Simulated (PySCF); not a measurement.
Compound: C5H9O2PS.
Z-matrix (Å and degrees, PBE0-D3(BJ)/def2-SVP geometry), rows numbered from 1:
```
C 
O   1  1.4189
C   2  1.3164  1  115.28
C   3  1.3413  2  139.71  1   177.94
C   4  1.4772  3  143.66  2    -1.37
P   3  1.7632  2  151.35  1    12.93
S   6  1.9536  3  129.40  4  -110.36
C   6  1.8583  3  114.21  4   102.97
O   8  1.3805  6  111.36  3  -177.13
H   1  1.0962  2  106.78  3  -175.71
H   1  1.1020  2  110.84  3    65.21
H   1  1.1012  2  110.65  3   -56.34
H   5  1.1013  4  109.92  3  -113.64
H   5  1.1007  4  111.18  3   127.87
H   5  1.0993  4  111.10  3     6.53
H   8  1.1027  6  107.73  3   -55.83
H   8  1.1117  6  105.65  3    58.89
H   9  0.9770  8  106.57  6   -31.48
```

All values: PBE0/pcSseg-1 and PBE0/def2-SVPD (PySCF, non-relativistic), on one gas-phase PBE0-D3(BJ)/def2-SVP geometry that isn't relaxed in the solvent. The solvent is an IEF-PCM continuum (cavity from Bondi-type radii × 1.2). Only the electrostatic response of the medium enters.

Gas phase at PBE0/pcSseg-1: HOMO -6.69 eV, LUMO -0.22 eV, dipole 4.69 D.

Problem. What does the continuum do to the energy, the frontier levels and the dipole at PBE0/pcSseg-1 in cyclohexane and tetrahydrofuran?

Solution. 
```json
{"solvent": "cyclohexane", "ε": "2.017", "E(solvent) − E(gas) (kcal/mol)": "-3.99", "polarisation term (kcal/mol)": "-4.30", "distortion of the solute (kcal/mol)": "0.31", "HOMO (eV)": "-6.77", "LUMO (eV)": "-0.11", "dipole (D)": "5.33"}
{"solvent": "tetrahydrofuran", "ε": "7.426", "E(solvent) − E(gas) (kcal/mol)": "-8.23", "polarisation term (kcal/mol)": "-9.60", "distortion of the solute (kcal/mol)": "1.37", "HOMO (eV)": "-6.87", "LUMO (eV)": "-0.02", "dipole (D)": "6.03"}
```

The polarisation term is half the interaction of the solute with the surface charges that it induces; the rest is the cost of distorting the solute's density. The sum is the electrostatic part of solvation alone. From cyclohexane to tetrahydrofuran the lowering changes by a factor 2.06, Onsager's factor (ε − 1)/(2ε + 1) by 2.01 and ε itself by 3.7.

Problem. Which radius a makes the point-dipole formula ΔE = −[(ε − 1)/(2ε + 1)]·μ²/a³ give the value in tetrahydrofuran, with the gas-phase dipole?

Solution. μ = 1.845 au and |ΔE| = 0.01312 Eh give a = 2.50 Å; the farthest nucleus lies 3.85 Å from the centroid of the nuclei, so such a sphere wouldn't even hold the nuclei. The formula assumes a rigid point dipole at the centre of a sphere.

Problem. Which Mulliken charges (PBE0/pcSseg-1) respond most in cyclohexane (means over atoms taken as equivalent)?

Solution. 
```json
{"atoms": "S7", "environment": "sulfur bonded to P", "gas (e)": "-0.389", "solvent (e)": "-0.437", "change": "-0.048"}
{"atoms": "P6", "environment": "phosphorus bonded to 3 C and S", "gas (e)": "+0.445", "solvent (e)": "+0.465", "change": "+0.020"}
{"atoms": "O9", "environment": "alcohol oxygen", "gas (e)": "-0.425", "solvent (e)": "-0.439", "change": "-0.014"}
{"atoms": "H17", "environment": "methylene hydrogen", "gas (e)": "+0.138", "solvent (e)": "+0.148", "change": "+0.010"}
{"atoms": "H16", "environment": "methylene hydrogen", "gas (e)": "+0.148", "solvent (e)": "+0.156", "change": "+0.008"}
{"atoms": "C8", "environment": "carbinol carbon (C–OH)", "gas (e)": "-0.069", "solvent (e)": "-0.076", "change": "-0.007"}
```

Problem. Which Mayer bond orders change most in cyclohexane?

Solution. 
| bond | length (Å) | gas | solvent | change |
| --- | --- | --- | --- | --- |
| P6–S7 | 1.954 | 1.635 | 1.592 | -0.043 |
| C4–P6 | 1.777 | 0.897 | 0.912 | +0.015 |
| P6–C3 | 1.763 | 0.913 | 0.925 | +0.012 |
| C8–O9 | 1.380 | 1.001 | 0.991 | -0.010 |
| C3–C4 | 1.341 | 1.474 | 1.465 | -0.009 |
| C1–O2 | 1.419 | 0.873 | 0.865 | -0.008 |
| O2–C3 | 1.316 | 1.070 | 1.076 | +0.006 |
| P6–C8 | 1.858 | 0.871 | 0.876 | +0.005 |

Gas phase at PBE0/def2-SVPD: HOMO -6.71 eV, LUMO -0.33 eV, dipole 4.71 D.

Problem. What does the continuum do to the energy, the frontier levels and the dipole at PBE0/def2-SVPD in cyclohexane?

Solution. 
```json
{"solvent": "cyclohexane", "ε": "2.017", "E(solvent) − E(gas) (kcal/mol)": "-3.88", "polarisation term (kcal/mol)": "-4.20", "distortion of the solute (kcal/mol)": "0.32", "HOMO (eV)": "-6.79", "LUMO (eV)": "-0.22", "dipole (D)": "5.38"}
```

Problem. How does the static polarisability (PBE0/def2-SVPD, frozen core, with the continuum's full static response) change?

Solution. 
```tsv
medium	isotropic (au)	principal values (au)	⟨r²⟩ of the electrons (bohr²)
gas	116.4	103.0, 114.6, 131.7	1824.3
cyclohexane	132.2	117.0, 128.9, 150.6	1824.5
```

The isotropic value in cyclohexane is 1.14 times the gas-phase one; no cavity-field correction is applied. ⟨r²⟩ is taken about the centre of nuclear charge.

Hardware: Intel Xeon 6975P-C, one thread, no GPU, shared host with 192 logical CPUs at a one-minute load of 88. Cost: 31 s, 1.1 GiB resident at most. This is the whole shielding run at PBE0/pcSseg-1 in tetrahydrofuran, SCF included.
